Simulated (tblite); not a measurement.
Compound: C7H10AlN.
SMILES with atom numbers: `[CH2:1]=[CH:2][c:3]1[cH:4][cH:5][cH:6][n+:7]([AlH3-:8])[cH:9]1` (hydrogens: H10, H11 on C1; H12 on C2; H13 on C4; H14 on C5; H15 on C6; H16, H17, H18 on Al8; H19 on C9)
Bond orders are those of one Lewis drawing.

Computed with GFN2-xTB (tblite), gas phase: L-BFGS steps from a force-field or distance-geometry start until the largest atomic force falls under 0.01 eV/Å.

Step 29: E = -655.0951 eV
```
atom  x, y, z in Å  |  force x, y, z in eV/Å
C1      3.3233   -1.0391    0.0475    0.010   0.009  -0.003
C2      2.0202   -1.2612    0.1669    0.008  -0.002  -0.001
C3      0.9619   -0.2742    0.0010   -0.004  -0.012  -0.001
C4      1.1749    1.0715   -0.3104   -0.005  -0.010   0.002
C5      0.0917    1.9251   -0.4436   -0.001  -0.004   0.002
C6     -1.1833    1.4172   -0.2681    0.005  -0.002   0.001
N7     -1.3896    0.1410    0.0198   -0.004   0.004   0.002
Al8    -3.2758   -0.4269    0.3006   -0.002   0.009  -0.004
C9     -0.3650   -0.6786    0.1551   -0.008   0.005  -0.002
H10     4.0411   -1.8283    0.1864   -0.010  -0.007   0.002
H11     3.7289   -0.0711   -0.1918    0.018   0.007  -0.001
H12     1.6626   -2.2537    0.4075    0.032  -0.006   0.003
H13     2.1780    1.4452   -0.4460   -0.013   0.017  -0.003
H14     0.2371    2.9672   -0.6818   -0.004  -0.007   0.005
H15    -2.0810    2.0157   -0.3549    0.010  -0.019  -0.001
H16    -3.0551   -1.9836    0.3998   -0.022  -0.008  -0.006
H17    -3.8995    0.1703   -1.0184   -0.001  -0.001  -0.004
H18    -3.5503    0.3734    1.6274   -0.008   0.024   0.016
H19    -0.6298   -1.7006    0.3955   -0.001   0.005  -0.009
```

Step 30: E = -655.0952 eV
```
atom  x, y, z in Å  |  force x, y, z in eV/Å
C1      3.3237   -1.0395    0.0476    0.026   0.013  -0.004
C2      2.0205   -1.2608    0.1668    0.010  -0.017   0.001
C3      0.9622   -0.2740    0.0006    0.000  -0.022   0.005
C4      1.1749    1.0716   -0.3103   -0.012  -0.005   0.000
C5      0.0918    1.9247   -0.4435   -0.027   0.004   0.003
C6     -1.1830    1.4165   -0.2679   -0.006  -0.004   0.000
N7     -1.3893    0.1403    0.0197   -0.002   0.008   0.003
Al8    -3.2761   -0.4263    0.3005   -0.002   0.009   0.000
C9     -0.3645   -0.6790    0.1551   -0.012   0.009  -0.005
H10     4.0419   -1.8286    0.1865   -0.020  -0.003   0.002
H11     3.7298   -0.0717   -0.1916    0.017   0.009  -0.002
H12     1.6637   -2.2536    0.4075    0.026  -0.004   0.002
H13     2.1769    1.4467   -0.4461    0.010   0.015  -0.003
H14     0.2355    2.9671   -0.6815    0.003  -0.007   0.004
H15    -2.0816    2.0145   -0.3546    0.020  -0.021  -0.001
H16    -3.0580   -1.9830    0.3997   -0.020  -0.010  -0.005
H17    -3.8989    0.1707   -1.0182   -0.003   0.002  -0.009
H18    -3.5502    0.3748    1.6270   -0.007   0.024   0.016
H19    -0.6291   -1.7010    0.3952    0.000   0.001  -0.007
```

Step 31: E = -655.0955 eV
```
atom  x, y, z in Å  |  force x, y, z in eV/Å
C1      3.3246   -1.0399    0.0477    0.040   0.018  -0.006
C2      2.0213   -1.2602    0.1666    0.013  -0.031   0.003
C3      0.9627   -0.2740    0.0001    0.006  -0.027   0.010
C4      1.1750    1.0716   -0.3103   -0.018   0.001  -0.002
C5      0.0916    1.9240   -0.4433   -0.050   0.012   0.004
C6     -1.1829    1.4153   -0.2676   -0.022  -0.005  -0.001
N7     -1.3890    0.1389    0.0197    0.002   0.007   0.004
Al8    -3.2766   -0.4250    0.3004   -0.005   0.007   0.008
C9     -0.3637   -0.6797    0.1549   -0.010   0.009  -0.009
H10     4.0428   -1.8294    0.1867   -0.029   0.002   0.002
H11     3.7316   -0.0726   -0.1914    0.016   0.012  -0.003
H12     1.6658   -2.2534    0.4077    0.017  -0.003   0.002
H13     2.1753    1.4494   -0.4464    0.032   0.009  -0.003
H14     0.2330    2.9668   -0.6808    0.011  -0.006   0.004
H15    -2.0823    2.0119   -0.3542    0.023  -0.017  -0.001
H16    -3.0633   -1.9824    0.3997   -0.016  -0.009  -0.004
H17    -3.8981    0.1719   -1.0182   -0.005   0.006  -0.015
H18    -3.5499    0.3777    1.6268   -0.005   0.021   0.011
H19    -0.6275   -1.7018    0.3945   -0.001  -0.005  -0.005
```

Step 32: E = -655.0958 eV
```
atom  x, y, z in Å  |  force x, y, z in eV/Å
C1      3.3263   -1.0403    0.0478    0.043   0.022  -0.007
C2      2.0229   -1.2597    0.1662    0.016  -0.034   0.004
C3      0.9637   -0.2740   -0.0007    0.014  -0.025   0.014
C4      1.1748    1.0720   -0.3105   -0.019   0.006  -0.003
C5      0.0906    1.9232   -0.4428   -0.059   0.014   0.004
C6     -1.1831    1.4130   -0.2670   -0.033  -0.007  -0.001
N7     -1.3886    0.1366    0.0199    0.006   0.001   0.006
Al8    -3.2777   -0.4228    0.3001   -0.009   0.004   0.019
C9     -0.3624   -0.6808    0.1545   -0.002   0.003  -0.010
H10     4.0436   -1.8308    0.1872   -0.031   0.006   0.002
H11     3.7345   -0.0736   -0.1912    0.016   0.016  -0.005
H12     1.6690   -2.2532    0.4079    0.006  -0.004   0.001
H13     2.1734    1.4539   -0.4470    0.042  -0.006  -0.001
H14     0.2292    2.9663   -0.6797    0.019  -0.004   0.002
H15    -2.0834    2.0076   -0.3533    0.014  -0.002  -0.002
H16    -3.0718   -1.9816    0.3997   -0.010  -0.002  -0.002
H17    -3.8969    0.1742   -1.0188   -0.007   0.010  -0.019
H18    -3.5493    0.3828    1.6265   -0.001   0.016   0.002
H19    -0.6247   -1.7032    0.3935   -0.004  -0.012  -0.002
```

Question: Estimate the geometry and energy of step 33. (The exact step hangs on the optimiser's Hessian estimate; all steps are aligned on step 32, rigid shifts and turns removed.)

Answer: E = -655.0961 eV, largest force 0.045 eV/Å
```
atom  x, y, z in Å  |  force x, y, z in eV/Å
C1      3.3287   -1.0406    0.0479    0.030   0.021  -0.007
C2      2.0250   -1.2595    0.1659    0.017  -0.022   0.002
C3      0.9652   -0.2741   -0.0013    0.018  -0.012   0.012
C4      1.1745    1.0728   -0.3107   -0.015   0.007  -0.002
C5      0.0885    1.9222   -0.4422   -0.044   0.007   0.003
C6     -1.1839    1.4099   -0.2663   -0.035  -0.007   0.000
N7     -1.3881    0.1336    0.0201    0.009  -0.010   0.006
Al8    -3.2791   -0.4203    0.3000   -0.014   0.000   0.025
C9     -0.3608   -0.6823    0.1538    0.010  -0.008  -0.008
H10     4.0441   -1.8324    0.1878   -0.022   0.006   0.002
H11     3.7382   -0.0745   -0.1910    0.016   0.020  -0.007
H12     1.6724   -2.2531    0.4082   -0.002  -0.004   0.000
H13     2.1720    1.4589   -0.4475    0.032  -0.025   0.003
H14     0.2249    2.9658   -0.6785    0.022  -0.002   0.001
H15    -2.0848    2.0023   -0.3521   -0.008   0.017  -0.004
H16    -3.0819   -1.9808    0.4000   -0.005   0.007   0.000
H17    -3.8954    0.1775   -1.0200   -0.006   0.012  -0.018
H18    -3.5484    0.3890    1.6262    0.002   0.010  -0.007
H19    -0.6209   -1.7052    0.3922   -0.007  -0.016  -0.001
```

The energy changes by -0.0003 eV. The first-order estimate −F·Δx gives -0.0004 eV and the mean of the old and new forces, exact on a quadratic surface, -0.0003 eV. The step makes an angle of 79° with the force vector and moves no atom by more than 0.010 Å.

What follows is the cost of the whole relaxation. On Arm Neoverse V2, one thread, shared host, this took 0.55 s wall.
